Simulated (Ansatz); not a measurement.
Species: sum formula GaHBr$_{2}$, net charge 0, singlet state. 
Coordinates optimised at B3LYP-D3(BJ)/def2-TZVP (Ansatz, a program for electronic structure):
```
Ga
H 1 1.5497
Br 1 2.2919 2 121.98
Br 1 2.2919 2 121.98 3 180.00
```

Basis-set convergence of Hartree-Fock and CCSD(T) correlation energies (hartree) with Ansatz. Correlated levels leave the core frozen unless marked. No spin-orbit coupling. The frozen core is the preceding noble-gas configuration, with the filled d and f shells of earlier blocks. No relativistic terms.

| basis | functions | E(HF) | E(corr, CCSD(T)) |
|---|---|---|---|
| cc-pVDZ | 86 | -7068.69080 | -0.32054 |
| cc-pVTZ | 143 | -7068.91812 | -0.44008 |
| cc-pVQZ | 234 | -7068.92735 | -0.48297 |
| cc-pV5Z | 367 | -7068.92822 | -0.49766 |

Extrapolating the two largest sets (X = 4 and 5) as X^-3: E(corr) = (125·(-0.49766) - 64·(-0.48297))/61 = -0.5131 Eh, an estimate of the basis-set limit. The largest set recovers 97.0 % of it, the smallest 62.5 %.
